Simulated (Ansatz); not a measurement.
C$_{2}$H$_{7}$FSn (`[CH3][SnH2][CH2]F`). Charge 0, multiplicity 1. Sn: def2 effective core potential.

```xyz
11

C    -1.753    0.355    0.003
Sn    0.022   -0.723   -0.502
C     1.717    0.306    0.382
F     1.460    0.547    1.727
H    -2.636   -0.185   -0.338
H    -1.804    0.478    1.084
H    -1.737    1.340   -0.466
H    -0.040   -2.319    0.111
H     0.251   -0.779   -2.200
H     1.888    1.268   -0.110
H     2.631   -0.289    0.309
```

(1) What are the harmonic wavenumbers in cm⁻¹ at PBE0-D4/def2-TZVP (Ansatz, finite differences of forces, unscaled)? (Best estimate.)

(2) Is this a minimum?

(3) Give the ideal-gas thermochemistry at 298.15 K and 1 bar (rigid rotor, harmonic oscillator; point group C1, symmetry number 1).

Answers

(1) Computed: 45, 82, 116, 213, 347, 470, 529, 552, 585, 715, 747, 786, 794, 1049, 1227, 1247, 1278, 1454, 1455, 1470, 1918, 1932, 3055, 3070, 3118, 3166, 3168.

(2) Yes, all 27 modes are real.

(3) Zero-point energy 206.9 kJ/mol; H(298) − E = 228.6 kJ/mol; entropy 363.6 J/(mol·K), of which translation 172.8, rotation 112.3, vibration 78.5; G(298) − E = 120.2 kJ/mol. Modes under 100 cm⁻¹ are hindered rotations or soft bends, so the harmonic entropy is rough.
